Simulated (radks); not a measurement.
Values are calculated unless marked as measured or tabulated.
K3+, 16 electrons, occupied as [Ne] 3s2 3p4 (the NIST ground configuration). Level of theory: non-relativistic Kohn-Sham, PBE, spin-polarised, spherical densities, point nucleus; open shells are filled with parallel spins first (a radial shooting solver on a logarithmic mesh with Libxc functionals).

Radial electron density D(r) = 4 pi r^2 rho(r):

| r (bohr) | D(r) (e/bohr) | spin D(r) |
|---|---|---|
| 0.006798 | 2.040 | -0.0000356 |
| 0.007604 | 2.476 | -0.0000358 |
| 0.008573 | 3.034 | -0.0000313 |
| 0.009666 | 3.700 | -0.0000181 |
| 0.0109 | 4.488 | 0.00000994 |
| 0.01219 | 5.346 | 0.0000582 |
| 0.01374 | 6.407 | 0.000148 |
| 0.0155 | 7.622 | 0.000299 |
| 0.01733 | 8.895 | 0.000527 |
| 0.01954 | 10.40 | 0.000914 |
| 0.02204 | 12.04 | 0.00152 |
| 0.02484 | 13.76 | 0.00247 |
| 0.02779 | 15.41 | 0.00380 |
| 0.03133 | 17.16 | 0.00592 |
| 0.03533 | 18.79 | 0.00908 |
| 0.03951 | 20.12 | 0.0133 |
| 0.04455 | 21.24 | 0.0199 |
| 0.05023 | 21.95 | 0.0292 |
| 0.05664 | 22.16 | 0.0421 |
| 0.06335 | 21.87 | 0.0585 |
| 0.07142 | 21.09 | 0.0818 |
| 0.08053 | 19.91 | 0.112 |
| 0.09007 | 18.61 | 0.148 |
| 0.1016 | 17.25 | 0.194 |
| 0.1145 | 16.19 | 0.248 |
| 0.1291 | 15.70 | 0.307 |
| 0.1444 | 15.90 | 0.364 |
| 0.1628 | 16.85 | 0.419 |
| 0.1836 | 18.40 | 0.461 |
| 0.2053 | 20.09 | 0.477 |
| 0.2315 | 21.72 | 0.462 |
| 0.261 | 22.65 | 0.407 |
| 0.2943 | 22.49 | 0.314 |
| 0.3292 | 21.17 | 0.205 |
| 0.3712 | 18.62 | 0.0881 |
| 0.4185 | 15.27 | 0.00572 |
| 0.4681 | 11.95 | -0.00435 |
| 0.5278 | 8.761 | 0.0883 |
| 0.595 | 6.450 | 0.304 |
| 0.6709 | 5.221 | 0.632 |
| 0.7504 | 4.954 | 1.01 |
| 0.8461 | 5.258 | 1.41 |
| 0.954 | 5.692 | 1.72 |
| 1.067 | 5.844 | 1.85 |
| 1.203 | 5.519 | 1.81 |
| 1.356 | 4.702 | 1.58 |
| 1.529 | 3.587 | 1.23 |
| 1.711 | 2.511 | 0.871 |
| 1.929 | 1.525 | 0.536 |
| 2.175 | 0.8167 | 0.289 |
| 2.432 | 0.4040 | 0.144 |
| 2.743 | 0.1648 | 0.0589 |
| 3.092 | 0.05691 | 0.0203 |
| 3.486 | 0.01630 | 0.00577 |
| 3.9 | 0.004209 | 0.00146 |
| 4.397 | 0.0007900 | 0.000264 |

D(r) has 3 maxima, at r = 0.0562, 0.274, 1.05 bohr, and minima at 0.132, 0.739 bohr, inside which lie 2.16, 10.37 electrons.
